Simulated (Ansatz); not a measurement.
Cost and result up the ladder for Ge(eta1-allyl)4 (C12H20Ge) (33 atoms). The state is a singlet with charge 0. Geometry: r2SCAN-D4/def2-SVP.

| atom | x (Å) | y (Å) | z (Å) |
| --- | --- | --- | --- |
| Ge1 | 0.0731 | 0.2380 | 0.1630 |
| C2 | -1.7859 | -0.3517 | -0.1783 |
| C3 | -1.8967 | -1.3390 | -1.2884 |
| C4 | -2.2082 | -2.6369 | -1.1565 |
| H5 | -2.3515 | 0.5693 | -0.4100 |
| H6 | -2.1851 | -0.7634 | 0.7642 |
| H7 | -1.6794 | -0.9576 | -2.2972 |
| H8 | -2.4399 | -3.0718 | -0.1768 |
| H9 | -2.2419 | -3.3056 | -2.0212 |
| C10 | 1.1898 | -1.2495 | 0.8398 |
| C11 | 1.4918 | -2.2618 | -0.2108 |
| C12 | 2.6500 | -2.3696 | -0.8791 |
| H13 | 0.6425 | -1.6898 | 1.6911 |
| H14 | 2.1131 | -0.7921 | 1.2365 |
| H15 | 0.6689 | -2.9398 | -0.4737 |
| H16 | 3.4996 | -1.7105 | -0.6641 |
| H17 | 2.7885 | -3.1225 | -1.6602 |
| C18 | 0.0412 | 1.6685 | 1.5312 |
| C19 | -0.6904 | 1.2315 | 2.7527 |
| C20 | -0.1285 | 0.8139 | 3.8973 |
| H21 | -0.4306 | 2.5488 | 1.0608 |
| H22 | 1.0906 | 1.9243 | 1.7583 |
| H23 | -1.7877 | 1.2220 | 2.6783 |
| H24 | 0.9600 | 0.8041 | 4.0285 |
| H25 | -0.7364 | 0.4754 | 4.7411 |
| C26 | 0.8678 | 0.9593 | -1.4987 |
| C27 | -0.0210 | 1.9779 | -2.1220 |
| C28 | 0.1241 | 3.3092 | -2.0364 |
| H29 | 1.0462 | 0.0994 | -2.1667 |
| H30 | 1.8499 | 1.3845 | -1.2295 |
| H31 | -0.8918 | 1.5852 | -2.6682 |
| H32 | 0.9716 | 3.7587 | -1.5053 |
| H33 | -0.5938 | 3.9916 | -2.4998 |

Ansatz on 4 threads of Arm Neoverse V2 on a shared host. Times are rough, and most runs start from the orbitals of an earlier one. PBE0-D4/def2-TZVP serves as the yardstick here, not as an exact answer. Differences are given only for rows in sets of like size (and for xTB, whose basis is part of the method), since another set adds its own error. Binding counts from free atoms at the same level (Ge triplet, C triplet, H doublet; other spins of the atoms weren't run), without zero-point energy or a counterpoise term.

Correlated methods freeze 21 core orbitals; core or outer-core shells of Ge are correlated, in sets that lack core-valence functions. The rows differ in basis, and correlated rows in double-zeta sets carry the largest basis error.

Correlated methods converge slowly with the basis, most of all in double-zeta sets.

```
                          level  functions  wall time  binding energy per atom (eV)  difference from PBE0-D4/def2-TZVP (eV)
                      HF/STO-3G         98      1.1 s                          3.97                                       –
                PBE-D4/def2-SVP        300      6.5 s                          4.44                                       –
               PBE-D4/def2-TZVP        540       14 s                          4.40                                    0.06
               PBE0-D4/def2-SVP        300       14 s                          4.38                                       –
                   MP2/def2-SVP        300       16 s                          4.18                                       –
            r2SCAN-D4/def2-TZVP        540       25 s                          4.31                                   -0.03
PBE0-D4/def2-TZVP (with forces)        540       43 s                          4.33                                    0.00
```
